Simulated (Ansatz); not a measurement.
Isomers of CH6BNOSi, relaxed with PBE0-D4/def2-TZVP in Ansatz; electronic energies, one conformer each and not always the lowest. Functionals use def2-TZVPP; CBS adds triple-zeta CCSD(T) − MP2 to the MP2 limit of def2-TZVPP and def2-QZVPP.

Problem. Order them by energy at frozen-core CCSD(T)/CBS, lowest first. (Estimate.)
A. `B[Si]1(O)CN1`
B. `CB1O[SiH]1N`
C. `B/N=C(/O)[SiH3]`
D. `C[SiH]1NB1O`

Solution. B (0.0 kJ/mol), D (18.0 kJ/mol), C (220.3 kJ/mol), A (251.5 kJ/mol).

Problem. How do r2SCAN-D4, PBE0-D4, B2PLYP, B3LYP-D4 place them (kJ/mol, against `CB1O[SiH]1N`)? (An estimate is asked.)

Solution. Ansatz gave: 
```
           isomer  r2SCAN-D4  PBE0-D4  B2PLYP  B3LYP-D4
   `B[Si]1(O)CN1`      255.1    250.8   255.8     250.3
`B/N=C(/O)[SiH3]`      211.6    211.6   205.3     191.5
    `C[SiH]1NB1O`       16.2      9.3    18.5      15.8
```

B3LYP here is the variant with VWN-RPA as its local correlation; programs differ in this.
